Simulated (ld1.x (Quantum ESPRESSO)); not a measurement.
## Ranking RRKJ potentials for C

All share these settings but for the change named:

```json
{
  "Element": "C",
  "Generator": "ld1.x (Quantum ESPRESSO) 7.5",
  "Type": "norm-conserving RRKJ (Kleinman–Bylander form)",
  "Functional": "BLYP",
  "Relativity": "scalar-relativistic",
  "Frozen core": "[He]",
  "Valence charge": "4",
  "Reference configuration": "2s2 2p2",
  "Partial waves": "2s (bound): rc 1.00 bohr; 2p (bound): rc 3.00 bohr",
  "Local potential": "the p channel",
  "Core correction": "Bessel-smoothed model core, default radius (core density twice the valence density)",
  "rho0": "0.005"
}
```

Test errors are all-electron minus pseudo excitation energies from the reference, over 2s2 2p1; 2s2 2p0; 2s1 2p0; 2s1 2p3; 2s2 2p1.5; 2s2 2p2.3; 2s0 2p4. None of these files shows a bound ghost.

The base gives 2329.1 meV.

Of 6 variants that were run, those that failed, showed a ghost or another fault, or gave nearly equal values are left out.

A variant can come out equal or close to the base, since the largest error may sit in a test that the change hardly touches while other tests move.

Task: Rank these variants by their largest absolute test error, smallest first.
A. wave 2p (bound): rc 3.00 bohr becomes 2p (bound): rc 4.50 bohr
B. wave 2p (bound): rc 3.00 bohr becomes 2p (bound): rc 1.92 bohr
C. wave 2p (bound): rc 3.00 bohr becomes 2p (bound): rc 4.02 bohr
D. wave 2p (bound): rc 3.00 bohr becomes 2p (bound): rc 2.96 bohr
E. wave 2p (bound): rc 3.00 bohr becomes 2p (bound): rc 2.38 bohr

Result: B (470.5 meV), E (992.6 meV), D (2151.9 meV), C (4976.5 meV), A (6576.3 meV).
